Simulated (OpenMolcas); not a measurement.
# Pr3+: moving or changing the point charges

Pr3+ among 8 point charges of -1 e arranged as a square antiprism (D4d), 2.63 Å from the ion, with a polar angle of 51.0° against the regular 57.3°.

- Program: OpenMolcas 26.06
- Method: CASSCF
- Basis: ANO-RCC-VDZP [7s6p4d2f1g]
- Scalar Hamiltonian: DKH2, point nucleus
- Active space: 2 electrons in 7 orbitals (4f)
- State averaging: 2S+1 = 3 even, 21 roots; 2S+1 = 1 even, 27 roots kept (CI in the orbitals of an earlier block)
- Spin-orbit coupling: state interaction with AMFI integrals over the reference wave functions

Runs around this geometry, states. Energies in cm-1 above the lowest state or level, χT in cm3 K/mol.

| R (Å) | q (e) | Ground state | First state of that spin | First gap with spin-orbit (degeneracies) | Width of lowest J | χT at 300 K |
| --- | --- | --- | --- | --- | --- | --- |
| 2.63 | -0.5 | 2S+1 = 3 | 3.3 | 22.1 (2, 2) | 219 | 1.638 |
| 2.63 | -1 | 2S+1 = 3 | 4.2 | 43.3 (2, 2) | 440 | 1.618 |
| 2.87 | -1 | 2S+1 = 3 | 17.4 | 50.4 (2, 2) | 337 | 1.629 |
| 3.14 | -1 | 2S+1 = 3 | 26.1 | 49.2 (2, 2) | 257 | 1.637 |

Taking the width of the lowest J multiplet as R^-n, n = -ln(257 / 440) / ln(3.14 / 2.63) = 3.0 between the shortest and longest distance.

Scaling the charges by -0.5 / -1 = 0.50 scales the width of the lowest J multiplet by 219 / 440 = 0.50; with fixed orbitals a first-order splitting would follow the charge.

Point charges carry no covalency, so the field is a model and not that of real ligands. An unlabelled pair can be two single states that coincide in this model. A group larger than the point group allows holds several states that coincide in this model. No measured value stands beside these numbers.

A state without a sure symmetry label is named by its multiplicity alone.
